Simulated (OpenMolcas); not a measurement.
Fe4+ (d4) among equal point charges was computed by CASSCF with the d shell active (OpenMolcas, ANO-RCC-VTZP on the metal). Its lowest spin-free states, and all those of the highest spin:

```csv
2S+1,Degeneracy,E (cm-1)
5,2,0.0
5,1,3462
5,2,5313
3,2,24408
3,1,25121
3,2,27261
3,1,28348
3,2,28611
3,2,29093
3,1,29098
3,1,31299
3,2,31957
```

Task: Is the site octahedral, tetrahedral or cube-like, axial, or of lower symmetry?

Result: The states with 2S+1 = 5 have orbital degeneracies 2, 1, 2. There are pairs but no triples, so the site is axial: not cubic, but with a proper or improper axis of order three or more. The run had Fe4+ among 6 point charges of -2 e arranged as a trigonal antiprism (D3d), 1.71 Å from the ion, with a polar angle of 52.6° against the regular 54.74°. The active orbitals were held to one l.

An orbital doublet at a regular site is open to a Jahn-Teller distortion, which this geometry leaves out. Without dynamic correlation the repulsion within the d shell is too large (B by tens of per cent), so at a given field states of lower spin stand too high. Point charges give a weaker field than real ligands, and real ions of this kind are often low spin; the high spin found here belongs to the model. This is an electrostatic model: the charges have no orbitals. No measured value stands beside these numbers.
